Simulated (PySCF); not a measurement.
One molecule, a ladder of functionals, a line

Molecule: `InChI=1S/C3H14GeSi2/c1-2-3-5-6-4/h2-3,5-6H2,1,4H3`.

Geometry:
```tsv
atom	x (Å)	y (Å)	z (Å)
C1	2.573	-0.822	-1.541
C2	1.794	-0.254	-0.365
C3	0.973	0.983	-0.725
Si4	-0.025	1.695	0.715
Si5	-1.466	0.040	1.549
Ge6	-2.539	-1.022	-0.296
H7	3.158	-1.708	-1.251
H8	1.895	-1.121	-2.357
H9	3.273	-0.077	-1.951
H10	1.126	-1.035	0.041
H11	2.491	-0.008	0.456
H12	1.628	1.779	-1.121
H13	0.265	0.744	-1.540
H14	0.887	2.178	1.802
H15	-0.855	2.854	0.254
H16	-0.704	-0.998	2.316
H17	-2.502	0.621	2.460
H18	-3.291	0.019	-1.150
H19	-3.547	-2.095	0.158
H20	-1.489	-1.700	-1.198
```

GIAO shieldings (ppm, equivalent atoms averaged) in PySCF on the PBE0-D3(BJ)/def2-SVP geometry, basis pcSseg-1, gas phase, non-relativistic:

```tsv
functional	exact exchange (%)	σ(Si4)	σ(Ge6)
BLYP	0	388.0	1598.4
BP86	0	399.9	1620.5
PBE	0	401.9	1626.7
B3LYP	20	400.6	1640.2
mPW1PW91	25	414.2	1666.1
BHandHLYP	50	418.6	1699.9
HF	100	449.8	1792.0
```

Task: Fit each shielding as a line in the percentage of exact exchange.

Result: σ(Si4) = 395.8 + 0.52 x (rms 5.2 ppm); σ(Ge6) = 1614.2 + 1.77 x (rms 9.3 ppm). The functionals also differ in their semilocal parts, which the line can't hold; Hartree–Fock has no correlation at all.

Task: What does the line predict for PBE0 (25 %), and what does the run give?

Result: σ(Si4): 408.8 predicted, 416.7 computed; σ(Ge6): 1658.5 predicted, 1675.7 computed ppm.
